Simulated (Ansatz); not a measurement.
Results of the Gaussian-basis code of Ansatz.

F6GaP, SMILES `F[P+](F)(F)[Ga-]([F])([F])[F]` at its PBE0-D4/def2-TZVP geometry, where that method's forces vanish. The species carries charge 0 and has multiplicity 1.

```tsv
atom	x (Å)	y (Å)	z (Å)
F1	1.901	0.756	0.957
P2	0.544	0.028	0.949
F3	-0.159	0.706	2.140
F4	0.934	-1.326	1.572
Ga5	-0.729	-0.037	-1.271
F6	0.491	-0.889	-2.182
F7	-2.112	-0.927	-0.690
F8	-0.871	1.690	-1.476
```

**Question.** For each bond, give half the difference of the two atoms' forces along it (eV/Å; positive pushes the atoms apart) under PBE-D4, r2SCAN-D4, B3LYP-D4, ωB97M-V in def2-TZVPP. (Best estimate.)

**Answer.** The calculation gave: 
```json
{"bond": "F1–P2", "length (Å)": "1.540", "PBE-D4": "0.77", "r2SCAN-D4": "0.19", "B3LYP-D4": "0.26", "ωB97M-V": "0.14"}
{"bond": "P2–F3", "length (Å)": "1.540", "PBE-D4": "0.77", "r2SCAN-D4": "0.19", "B3LYP-D4": "0.26", "ωB97M-V": "0.14"}
{"bond": "P2–F4", "length (Å)": "1.540", "PBE-D4": "0.77", "r2SCAN-D4": "0.19", "B3LYP-D4": "0.26", "ωB97M-V": "0.14"}
{"bond": "P2–Ga5", "length (Å)": "2.560", "PBE-D4": "-0.67", "r2SCAN-D4": "-0.24", "B3LYP-D4": "-0.16", "ωB97M-V": "-0.07"}
{"bond": "Ga5–F6", "length (Å)": "1.745", "PBE-D4": "0.32", "r2SCAN-D4": "0.03", "B3LYP-D4": "0.13", "ωB97M-V": "0.04"}
{"bond": "Ga5–F7", "length (Å)": "1.745", "PBE-D4": "0.32", "r2SCAN-D4": "0.03", "B3LYP-D4": "0.13", "ωB97M-V": "0.04"}
{"bond": "Ga5–F8", "length (Å)": "1.745", "PBE-D4": "0.32", "r2SCAN-D4": "0.03", "B3LYP-D4": "0.13", "ωB97M-V": "0.04"}
```

B3LYP here is the variant with VWN-RPA as its local correlation; programs differ in this.
